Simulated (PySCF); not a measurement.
## IH7: fields on a plane

These are results of r2SCAN/[I def2-TZVP with ECP28, H def2-TZVP], scalar-relativistic core potentials, density fitting, no spin–orbit coupling, PySCF, not measurements.

The singlet minimum has I–H 1.706 Å (×2), I–H 1.779 Å (×5); H–I–H 72.0° (×5), H–I–H 90.0° (×10), H–I–H 144.0° (×5), H–I–H 180.0°.

The plane holds I1 at (0.00, 0.00), H2 at (1.78, 0.00), H3 at (0.00, 1.71), H5 at (0.00, -1.71) Å. Columns run from x = -1.95 to 4.05 Å, rows from y = 4.05 (top) to -3.75 Å, in steps of 0.3 Å. Other isomers or separated fragments may lie lower. Core electrons replaced by a potential are absent, the electrostatic potential uses the reduced nuclear charge, and values within about 0.7 Å of such atoms have no physical meaning.

Question: Give the electrostatic potential (V) (cut at 20 V). Lower edges of the bins (V): '_' -0.30, '.' -0.18, ':' 0.01, '-' 0.31, '=' 0.79, '+' 1.55, '*' 2.75, '#' 4.65, '%' 7.66, '@' 12.43; top 20.0, each point printed twice.

Answer: 
```
::::::::::::::::::::::::::::::::::::::::::
::::::::::--------::::::::::::::::::::::::
::::::----------------::::::::::::::::::..
::::--------------------::::::::::::::....
::--------========--------::::::::::::....
::------==++++++++==------::::::::::......
------==++**####**++==----::::::::........
----====**%%@@@@%%**====--::::::..........
----==++**%%@@@@%%**++==----::............
--==++**##%%@@@@%%##**++==--::....__......
--==++##%%@@@@@@@@%%##++==--::..________..
--==**%%@@@@@@@@@@@@%%**++++--::________..
--++##@@@@@@@@@@@@@@@@##%%##**--..________
--++##@@@@@@@@@@@@@@@@%%@@@@##==::________
--++##@@@@@@@@@@@@@@@@%%@@@@##==::________
--++##@@@@@@@@@@@@@@@@##%%##**--..________
--==**%%@@@@@@@@@@@@%%**++++--::________..
--==++##%%@@@@@@@@%%##++==--::..________..
--==++**##%%@@@@%%##**++==--::....__......
----==++**%%@@@@%%**++==----::............
----====**%%@@@@%%**====--::::::..........
------==++**####**++==----::::::::........
::------==++++++++==------::::::::::......
::--------========--------::::::::::::....
::::--------------------::::::::::::::....
::::::----------------::::::::::::::::::..
::::::::::--------::::::::::::::::::::::::
```

Question: Give the electron density (e/Å³) (cut at 5 e/Å³). Lower edges of the bins (e/Å³): '_' 0.000, '.' 0.030, ':' 0.076, '-' 0.151, '=' 0.268, '+' 0.455, '*' 0.750, '#' 1.218, '%' 1.960, '@' 3.136; top 5.00, each point printed twice.

Answer: 
```
__________________________________________
__________________________________________
__________________________________________
__________________________________________
__________________________________________
__________........________________________
________..::----::..______________________
______..::==****==::..____________________
______..--++####++--..____________________
____..::--++****++--::..__________________
__....::==++****++==::::......____________
....::--++**####**++==------::..__________
..::--==**@@@@@@@@**++++++==--::__________
..::==++##@@@@@@@@##****##**==::..________
..::==++##@@@@@@@@##****##**==::..________
..::--==**@@@@@@@@**++++++==--::__________
....::--++**####**++==------::..__________
__....::==++****++==::::......____________
____..::--++****++--::..__________________
______..--++####++--..____________________
______..::==****==::..____________________
________..::----::..______________________
__________........________________________
__________________________________________
__________________________________________
__________________________________________
__________________________________________
```
